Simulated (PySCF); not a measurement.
# Interval between two levels of S+ by level of theory

S+ [Ne] 3s2 3p3 [4S3/2, M_J = 3/2] → S+ [Ne] 3s1 3p4 [4P5/2, M_J = 5/2], as a difference of total energies. Calculation: PySCF 2.14, in x2c-SVPall-2c with one added diffuse shell each of s, p type (5s5p1d, 25 functions); the two-component X2C-1e Hamiltonian. Correlated levels: [Ne] frozen. "Screened" scales the spin-orbit matrix elements by Boettger's factors to mimic the two-electron term; Breit and QED terms are absent.

```csv
method,interval between two levels (cm⁻¹),error (cm⁻¹)
GHF (spin-free),85088,+5693
GMP2 (spin-free),85204,+5808
GHF (screened spin-orbit),84858,+5462
GMP2 (screened spin-orbit),84964,+5569
```

Reference: 79395 cm⁻¹ (measured; NIST Handbook of Basic Atomic Spectroscopic Data (Sansonetti and Martin, J. Phys. Chem. Ref. Data 34, 1559 (2005))).

Errors of the correlated levels include the incompleteness of this basis and the frozen core.

The labels give the starting determinants; with spin-orbit coupling the two ends relaxed to ⟨J²⟩ = 3.75, ⟨L²⟩ = 0.00, ⟨S²⟩ = 3.75 and ⟨J²⟩ = 8.76, ⟨L²⟩ = 2.00, ⟨S²⟩ = 3.76.
